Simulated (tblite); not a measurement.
Species: C₄H₆N₂OS.
SMILES with atom numbers: `[CH3:1][CH2:2][O:3][c:4]1[n:5][cH:6][s:7][n:8]1` (hydrogens: H9, H10, H11 on C1; H12, H13 on C2; H14 on C6)

Computed with GFN2-xTB (tblite), gas phase: Langevin dynamics at 200 K from the optimised GFN2-xTB geometry, time step 0.5 fs, friction 0.01 fs⁻¹, 2000 steps. The instantaneous temperature is 2·E(kin)/(3Nk) with all 3N coordinates.

| t (fs) | T (K) | E(pot) above start (eV) | C1–C2 (Å) | C2–O3 (Å) | O3–C4 (Å) | C4–N5 (Å) | N5–C6 (Å) | C1–H9 (Å) | C1–C2–O3–C4 (°) |
| --- | --- | --- | --- | --- | --- | --- | --- | --- | --- |
| 0 | 155 | 0.000 | 1.522 | 1.425 | 1.318 | 1.358 | 1.287 | 1.086 | -76 |
| 25 | 127 | 0.164 | 1.524 | 1.441 | 1.315 | 1.348 | 1.299 | 1.051 | -63 |
| 50 | 122 | 0.226 | 1.492 | 1.408 | 1.343 | 1.339 | 1.304 | 1.094 | -73 |
| 75 | 142 | 0.234 | 1.516 | 1.399 | 1.328 | 1.326 | 1.300 | 1.113 | -77 |
| 100 | 118 | 0.265 | 1.543 | 1.472 | 1.328 | 1.347 | 1.299 | 1.083 | -69 |
| 125 | 109 | 0.339 | 1.524 | 1.408 | 1.327 | 1.330 | 1.312 | 1.062 | -75 |
| 150 | 126 | 0.235 | 1.518 | 1.388 | 1.311 | 1.338 | 1.292 | 1.112 | -84 |
| 175 | 158 | 0.199 | 1.530 | 1.443 | 1.330 | 1.366 | 1.274 | 1.120 | -80 |
| 200 | 187 | 0.206 | 1.509 | 1.432 | 1.344 | 1.348 | 1.270 | 1.079 | -75 |
| 225 | 156 | 0.329 | 1.540 | 1.405 | 1.346 | 1.308 | 1.286 | 1.050 | -81 |
| 250 | 164 | 0.354 | 1.555 | 1.406 | 1.342 | 1.333 | 1.270 | 1.083 | -85 |
| 275 | 184 | 0.257 | 1.570 | 1.468 | 1.352 | 1.327 | 1.280 | 1.097 | -88 |
| 300 | 226 | 0.248 | 1.528 | 1.388 | 1.328 | 1.316 | 1.300 | 1.090 | -88 |
| 325 | 192 | 0.289 | 1.497 | 1.418 | 1.304 | 1.342 | 1.313 | 1.102 | -84 |
| 350 | 231 | 0.319 | 1.532 | 1.441 | 1.320 | 1.331 | 1.327 | 1.118 | -85 |
| 375 | 197 | 0.305 | 1.557 | 1.412 | 1.321 | 1.326 | 1.325 | 1.059 | -79 |
| 400 | 251 | 0.268 | 1.516 | 1.445 | 1.331 | 1.366 | 1.297 | 1.063 | -85 |
| 425 | 228 | 0.460 | 1.489 | 1.426 | 1.339 | 1.360 | 1.307 | 1.110 | -83 |
| 450 | 261 | 0.342 | 1.493 | 1.450 | 1.368 | 1.334 | 1.298 | 1.088 | -70 |
| 475 | 224 | 0.328 | 1.565 | 1.409 | 1.300 | 1.322 | 1.288 | 1.066 | -72 |
| 500 | 244 | 0.256 | 1.553 | 1.434 | 1.321 | 1.318 | 1.287 | 1.121 | -75 |
| 525 | 213 | 0.317 | 1.522 | 1.462 | 1.324 | 1.354 | 1.297 | 1.078 | -64 |
| 550 | 184 | 0.296 | 1.506 | 1.390 | 1.324 | 1.368 | 1.298 | 1.081 | -64 |
| 575 | 204 | 0.302 | 1.564 | 1.418 | 1.326 | 1.361 | 1.273 | 1.094 | -85 |
| 600 | 181 | 0.259 | 1.578 | 1.446 | 1.298 | 1.338 | 1.273 | 1.094 | -83 |
| 625 | 235 | 0.227 | 1.489 | 1.446 | 1.337 | 1.361 | 1.298 | 1.103 | -90 |
| 650 | 133 | 0.221 | 1.516 | 1.456 | 1.296 | 1.365 | 1.318 | 1.062 | -89 |
| 675 | 122 | 0.246 | 1.545 | 1.433 | 1.323 | 1.340 | 1.318 | 1.088 | -78 |
| 700 | 145 | 0.284 | 1.550 | 1.409 | 1.310 | 1.416 | 1.285 | 1.094 | -80 |
| 725 | 185 | 0.265 | 1.566 | 1.428 | 1.338 | 1.403 | 1.275 | 1.089 | -85 |
| 750 | 175 | 0.279 | 1.474 | 1.415 | 1.322 | 1.356 | 1.279 | 1.114 | -76 |
| 775 | 123 | 0.207 | 1.486 | 1.458 | 1.331 | 1.369 | 1.280 | 1.080 | -71 |
| 800 | 174 | 0.174 | 1.548 | 1.450 | 1.320 | 1.366 | 1.279 | 1.059 | -69 |
| 825 | 141 | 0.266 | 1.543 | 1.381 | 1.293 | 1.402 | 1.308 | 1.077 | -74 |
| 850 | 152 | 0.334 | 1.534 | 1.423 | 1.304 | 1.374 | 1.324 | 1.120 | -81 |
| 875 | 151 | 0.314 | 1.516 | 1.467 | 1.310 | 1.371 | 1.314 | 1.077 | -75 |
| 900 | 184 | 0.314 | 1.490 | 1.456 | 1.290 | 1.378 | 1.314 | 1.059 | -75 |
| 925 | 213 | 0.214 | 1.539 | 1.402 | 1.305 | 1.358 | 1.297 | 1.128 | -77 |
| 950 | 236 | 0.234 | 1.593 | 1.432 | 1.301 | 1.356 | 1.278 | 1.091 | -85 |
| 975 | 256 | 0.288 | 1.563 | 1.435 | 1.355 | 1.376 | 1.259 | 1.063 | -91 |
| 1000 | 166 | 0.379 | 1.497 | 1.416 | 1.324 | 1.357 | 1.260 | 1.101 | -84 |

**Question.** From 500 fs on, how do temperature and potential energy compare with equipartition?

**Answer.** The mean temperature of these 21 frames is 182 K against the target 200 K, and the mean potential energy 0.27 eV against 36 × kT/2 = 0.31 eV for 36 classical harmonic modes. For 14 atoms in a canonical ensemble the temperature itself scatters by T·√(2/(3N)) = 44 K; here its standard deviation is 39 K. The whole run lasts only 10 friction times of 100 fs, so these averages carry a wide statistical error.

**Question.** What are the kinetic and total energies of the listed frame with the highest potential energy?

**Answer.** The one at 425 fs, 0.460 eV above the start. Its kinetic energy is 3NkT/2 = 0.412 eV at 228 K, so the sum is 0.87 eV; over the listed frames the sum runs from 0.28 to 0.87 eV, since the thermostat adds and removes energy.

**Question.** How much do the listed bonds fluctuate from 500 fs on?

**Answer.** 
```csv
bond,at the start (Å),mean (Å),standard deviation (Å)
C1–C2,1.522,1.532,0.032
C2–O3,1.425,1.431,0.023
O3–C4,1.318,1.317,0.016
C4–N5,1.358,1.366,0.022
N5–C6,1.287,1.291,0.019
C1–H9,1.086,1.089,0.020
```

The motion is classical and holds no zero-point motion.

What follows is the cost of the whole dynamics run. Time: 9.9 s of wall time; peak memory 0.18 GiB. Hardware: one thread of an Arm Neoverse V2, shared host with 192 logical CPUs at a one-minute load of 79.
